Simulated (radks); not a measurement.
Sm VII, 56 electrons, occupied as [Kr] 4d10 4f4 5s2 5p4 (the NIST ground configuration).

All-electron calculation, scalar-relativistic Kohn-Sham, PBE, spin-polarised, spherical densities, finite nucleus; open shells are filled with parallel spins first (spin-orbit coupling, left out, can overturn this in heavy ions); Fermi nuclear charge, rms radius 5.0819 fm. Program: a radial shooting solver on a logarithmic mesh with Libxc functionals.

Energy parts (Ry):
part                       energy
total                 -20835.7922
kinetic                22271.2171
electron-nucleus      -50370.3188
Hartree                 7728.2425
exchange-correlation    -464.9330

Orbitals (lengths in bohr, moments of r in powers of bohr; <r^-3> diverges for s and p1/2; r(max) is where P^2 peaks):
orbital  occ.  eigenvalue (Ry)  <r^-3>      <r^2>   r(max)
1s up       1        -3436.713       -  0.0007049  0.01449
1s down     1        -3436.700       -  0.0007049  0.01449
2s up       1        -566.9613       -    0.01111  0.08215
2s down     1        -566.9531       -    0.01111  0.08215
2p up       3        -506.4700   10160   0.008918  0.06635
2p down     3        -506.4580   10160   0.008918  0.06635
3s up       1        -129.3470       -    0.07430   0.2337
3s down     1        -129.2227       -    0.07421   0.2336
3p up       3        -110.4326    2100    0.07440   0.2291
3p down     3        -110.3074    2103    0.07429   0.2290
3d up       5        -84.79959   285.0    0.06282   0.1878
3d down     5        -84.70107   285.5    0.06268   0.1877
4s up       1        -30.88405       -     0.3755   0.5386
4s down     1        -30.58477       -     0.3753   0.5386
4p up       3        -24.63727   468.7     0.4224   0.5617
4p down     3        -24.33882   468.2     0.4220   0.5616
4d up       5        -15.86020   53.43     0.5068   0.5846
4d down     5        -15.55833   53.42     0.5059   0.5845
5s up       1         -8.74191       -      1.891    1.211
5s down     1         -8.43165       -      1.920    1.214
5p up       3         -7.00481   85.61      2.343    1.335
5p down     1         -6.72032   82.85      2.404    1.342
4f up       4         -6.33537   7.684     0.8166   0.5916
4f down     0         -6.02119   7.697     0.8239   0.5916
5d up       0         -4.68026   7.922      3.551    1.606
5d down     0         -4.46210   7.328      3.734    1.636
6s up       0         -3.78671       -      7.383    2.519
6s down     0         -3.68396       -      7.608    2.552

The highest occupied level is 4f up at -86.197 eV. For comparison, the ionisation energy in NIST's Atomic Spectra Database is 103 eV (theoretical). In exact Kohn-Sham theory the highest level is minus the ionisation energy, but local and semilocal functionals leave it too shallow, through self-interaction and a potential that decays too fast; potentials with the right tail come closer. Spin moment in Bohr magnetons: 6. The spin density at the nucleus is -3.593 e/bohr^3 (1s -1.156, 2s -0.187, 3s -8.826, 4s 1.776, 5s 4.800).
